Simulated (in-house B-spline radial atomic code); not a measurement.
Configurations of Sn VI (Sn5+), with energies counted from [Kr] (4d3/2)4 (4d5/2)5. All numbers are computed (Dirac-Hartree-Fock, average of each configuration as written; Fermi nucleus of rms radius 4.6519 fm) with a radial B-spline atomic code at the basis-set limit, not measured. Energies include first-order Breit, QED and recoil terms.

Occupations are held fixed; configurations that lie above the ionisation limit could autoionise.

| configuration | E - E(ref) (eV) | highest orbital | its <r> (bohr) |
| --- | --- | --- | --- |
| [Kr] (4d3/2)2 (4d5/2)6 5s1 | 30.618 | 5s1/2 | 1.929 |
| [Kr] (4d3/2)4 (4d5/2)4 (7g9/2)1 | 84.44 | 7g9/2 | 10.52 |
| [Kr] (4d3/2)3 (4d5/2)5 (8g9/2)1 | 88.068 | 8g9/2 | 14.25 |
| [Ar] 3d10 4s2 (4p1/2)1 (4p3/2)4 (4d3/2)3 (4d5/2)6 (6f5/2)1 | 158.61 | 6f5/2 | 6.623 |
| [Ar] (3d3/2)4 (3d5/2)5 4s2 4p6 (4d3/2)3 (4d5/2)6 (8f7/2)1 | 553.86 | 8f7/2 | 13.05 |

Q: Order these further configurations by energy, lowest first.
A. [Ar] 3d10 4s2 (4p1/2)2 (4p3/2)3 (4d3/2)4 (4d5/2)5 7s1
B. [Kr] (4d3/2)3 (4d5/2)5 6s1
C. [Kr] (4d3/2)4 (4d5/2)4 8s1
D. [Ar] 3d10 4s2 (4p1/2)1 (4p3/2)4 (4d3/2)3 (4d5/2)6 (7f7/2)1
E. [Ar] 3d10 4s2 (4p1/2)1 (4p3/2)4 (4d3/2)3 (4d5/2)6 (6d5/2)1

A: B (61.299 eV), C (79.88 eV), A (144.92 eV), E (151.01 eV), D (162.92 eV).

Q: How far above the reference does [Kr] (4d3/2)3 (4d5/2)6 lie?

A: 1.0567 eV; its least bound orbital is 4d5/2 with <r> = 1.039 bohr.
